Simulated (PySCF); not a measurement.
**Two-photon absorption: `C=C=CS(=O)(=O)C(F)(F)F`, C4H3F3O2S**

Cartesian coordinates in Å; atom numbers follow the order of the lines, from 1:
```xyz
13

C     2.698   -0.284   -0.350
C     1.593   -0.103    0.314
C     0.472    0.100    0.958
S    -0.849    0.940    0.126
O    -0.374    1.513   -1.121
O    -1.602    1.690    1.115
C    -1.945   -0.489   -0.361
F    -2.255   -1.195    0.716
F    -1.315   -1.268   -1.222
F    -3.043   -0.012   -0.909
H     3.478    0.484   -0.356
H     2.864   -1.201   -0.924
H     0.274   -0.173    1.998
```

Method used: TDDFT CAM-B3LYP/aug-cc-pVDZ excited states, vertical, gas phase (PySCF 2.14.0). Geometry: PBE0-D3(BJ)/def2-SVP.

(1) Give the one- and two-photon strengths of the lowest singlets.

Answers

(1) δ for parallel linear polarisation; σ at the peak of a Lorentzian of half width 0.1 eV, single beam; Ω is circular over linear.
```tsv
state	E (eV)	f	photon λ (nm)	δ (au)	σ (GM)	Ω	main
S1	5.42	0.000	457	0.81	0.01	0.81	HOMO→LUMO 0.81
S2	6.14	0.000	404	3.25	0.04	0.80	HOMO−1→LUMO+1 0.84
S3	6.73	0.005	369	39.3	0.65	0.71	HOMO−2→LUMO 0.32, HOMO→LUMO+1 0.21
S4	6.84	0.016	363	40.2	0.69	0.57	HOMO→LUMO+1 0.34, HOMO−2→LUMO 0.27
S5	7.11	0.126	349	20.4	0.38	0.54	HOMO−3→LUMO 0.47, HOMO−2→LUMO 0.16
S6	7.35	0.853	337	51.4	1.02	0.76	HOMO−1→LUMO 0.44, HOMO→LUMO+1 0.23
```

Among these, the strongest one-photon state is S6, the strongest two-photon state S6, with a dipole change of 2.5 D (relaxed, norm of the difference vector).
